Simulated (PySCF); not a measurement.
# Bond lengths and vibrations by method: FH3NSi anion

These are calculations, not measurements. The program is PySCF 2.14.0, an open-source quantum chemistry code, run on an isolated molecule that a program drew, which may never have been made. The molecule is FH3NSi anion (charge -1, singlet), drawn as the SMILES string `N[SiH-]F`.

The geometry was optimised and harmonic frequencies were computed with HF and MP2, all in the aug-cc-pV(D+d)Z basis, for the commonest isotopes, with a restricted reference for singlets and an unrestricted one otherwise, and a frozen core in MP2. Each result is a local minimum of its method.

Geometry at the HF minimum:
```xyz
6
FH3NSi anion, angstrom
N     2.0274   -1.3622    1.3995
Si    0.9440   -0.8334    0.0514
F     2.0863   -0.3692   -1.1359
H     2.8252   -0.7820    1.5926
H     2.3370   -2.3130    1.3345
H     0.7089    0.5956    0.5868
```

Lengths of the bonds as drawn, in Å (atoms numbered as above):
| bond | HF | MP2 |
|---|---|---|
| N1-Si2 | 1.809 | 1.834 |
| Si2-F3 | 1.712 | 1.756 |
| N1-H4 | 1.005 | 1.023 |
| N1-H5 | 1.002 | 1.020 |
| Si2-H6 | 1.544 | 1.547 |

Rotational constants, in GHz:
```
constant,HF,MP2
A,19.89,19.53
B,7.353,6.995
C,5.791,5.55
```

Harmonic frequencies in cm^-1, each column in rising order, so a row needn't be the same motion in every method:
| rank | HF | MP2 |
|---|---|---|
| 1 | 267 | 236 |
| 2 | 328 | 335 |
| 3 | 559 | 513 |
| 4 | 654 | 600 |
| 5 | 703 | 663 |
| 6 | 745 | 692 |
| 7 | 895 | 846 |
| 8 | 1001 | ? |
| 9 | 1685 | 1547 |
| 10 | 1910 | 1893 |
| 11 | 3701 | 3484 |
| 12 | 3802 | 3609 |

**Estimate the missing MP2 frequency from the HF column.**

A single factor s that minimises the squared misfit of MP2 against s times HF over the other rows is sum(HF x MP2) / sum(HF^2) = 0.9471, with an rms misfit of 33 cm^-1. For rank 8 it gives 0.9471 x 1001 = 948 cm^-1. The calculation gives 943 cm^-1, 5 cm^-1 below the estimate. The drawn bonds are on average 1.5 % longer in MP2 than in HF.
